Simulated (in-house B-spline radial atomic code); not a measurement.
Solving the quasi-particle equation for 3p of V⁵⁺

Configuration [Ne] 3s2 3p6, start PBE; correlation leaves out the 3 deepest shells. Computed with an all-electron radial atomic-structure program (B-spline basis): all electrons, scalar-relativistic (spin-free one-electron X2C), finite nucleus, each spin shell either full or empty, empty states to l = 9 with an (l + 1/2)⁻⁴ tail; G0W0 by contour deformation at full frequency.

At the mean-field level ε = -117.405 eV the matrix elements are Σx = -42.855 eV, v_xc = -32.022 eV and Σc(ε) = -0.545 eV, and the slope of the correlation self-energy is dΣc/dω = -0.0491. The quasi-particle energy solves E = ε + Σx − v_xc + Σc(E).

(1) What does the linearised equation give?

(2) How does that compare with the full solution and with static screening?

Results:

(1) Z = 1/(1 − dΣc/dω) = 1/1.0491 = 0.9532. The first-order shift is Σx − v_xc + Σc(ε) = -42.855 − (-32.022) + (-0.545) = -11.378 eV, so E ≈ ε + Z × shift = -117.405 + 0.9532 × (-11.378) = -128.251 eV.

(2) Solving the equation at full frequency dependence gives E = -128.230 eV, where Σc = 0.009 eV and the weight is 0.949; the linearised value is off by 21 meV. Leaving Z out would give -128.783 eV. Static COHSEX puts -3.984 eV in place of Σc and gives -132.222 eV, 3.99 eV deeper. The tabulated removal energy is 128.125 ± 0.025 eV (NIST, measured); the run leaves out spin-orbit coupling, Breit and QED terms.
